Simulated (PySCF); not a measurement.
## Chromium: a sound run and one with changed settings

Sound run: Cr⁺ [Ar] 3d5, Cr²⁺ [Ar] 3d4. Calculation: PySCF 2.14, in cc-pVTZ; no relativity, point nucleus. In the sound run the correlated levels freeze [Ar]. The sound run starts from symmetry-adapted Hartree-Fock orbitals and uses a fine grid where one is needed.

Changed run: initial guess atom, at most 50 SCF cycles.

```
species  method  sound run (hartree)  changed run (hartree)  converged
    Cr⁺     UHF          -1043.13897            -1043.10124        yes
    Cr⁺   M06-L          -1044.14681            -1044.14681        yes
    Cr⁺     PBE          -1043.95613            -1043.95613        yes
   Cr²⁺     UHF          -1042.58281            -1042.58281        yes
   Cr²⁺   M06-L          -1043.54188            -1043.54346        yes
   Cr²⁺     PBE          -1043.32151            -1043.31881         no
   Cr²⁺     MP2          -1042.62350            -1042.62350        yes
```

Ionisation energy of Cr⁺:

```tsv
method	sound run (eV)	changed run (eV)
M06-L	16.461	16.418
```

The plain start fixes occupations by D2h representation alone, and Cr⁺ at UHF landed in another state (other ⟨L²⟩ or ⟨S²⟩). 

For comparison, NIST gives 16.486 eV between the lowest levels.
